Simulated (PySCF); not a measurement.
CaCl2, SMILES [Cl][Ca][Cl] (connectivity only; charge and spin as stated), charge -1, multiplicity 2.

Geometry optimised at B3LYP-D3(BJ)/def2-TZVPD. The spin state was assumed, not searched. The isomer is the one that the SMILES or the coordinates give; other isomers of the formula were not compared.

Two levels are set side by side: PBE/def2-TZVPD (PySCF) and ωB97X/def2-TZVPD (PySCF). Same geometry, gas phase. Differences are taken from unrounded values.

```json
[
 {"quantity": "α-spin orbital gap (eV)", "ωB97X": "5.30"},
 {"quantity": "β-spin orbital gap (eV)", "ωB97X": "10.81"},
 {"quantity": "mean polarisability (bohr³)", "ωB97X": "204.3"}
]
```

### Question
What does PBE give, and how far is it from ωB97X? (An estimate is asked for; the answer gives what the named calculation found.)

### Answer

```csv
quantity,PBE,PBE minus ωB97X
α-spin orbital gap (eV),1.38,-3.92
β-spin orbital gap (eV),4.31,-6.50
mean polarisability (bohr³),216.4,12.1
```

PBE's more diffuse valence density responds more strongly to a field. Differences between two approximate levels are no errors against the true value.

Rough cost on one machine, each run with all the roots and properties that it gave: ωB97X against PBE within a factor of 2.
